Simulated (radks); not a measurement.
The numbers below are computed, except where a source is named.
Ionisation of neutral helium, [He], to He+, 1s1, under several functionals. Non-relativistic Kohn-Sham, spin-polarised, spherical densities, point nucleus; open shells are filled with parallel spins first; a radial shooting solver on a logarithmic mesh with Libxc functionals.

functional	E(He) (hartree)	Exc (hartree)	IE (eV)	-e(HOMO) (eV)	<r> HOMO (bohr)	IE error (eV)
RPBE	-2.91074	-1.06723	24.665	15.825	0.9437	+0.078
BLYP	-2.90707	-1.06204	24.815	15.915	0.9456	+0.228
OLYP	-2.90762	-1.06489	24.787	15.815	0.9446	+0.200
PBEsol	-2.85772	-1.00429	24.168	15.499	0.9513	-0.420
r2SCAN	-2.90496	-1.06477	24.621	16.537	0.9359	+0.033
PBE	-2.89293	-1.04616	24.467	15.763	0.9459	-0.120

NIST Atomic Spectra Database: 24.587 eV (measured). Closest: r2SCAN. The Delta-SCF values span 0.65 eV, the total energies 0.05 hartree. The highest occupied level is 1s.
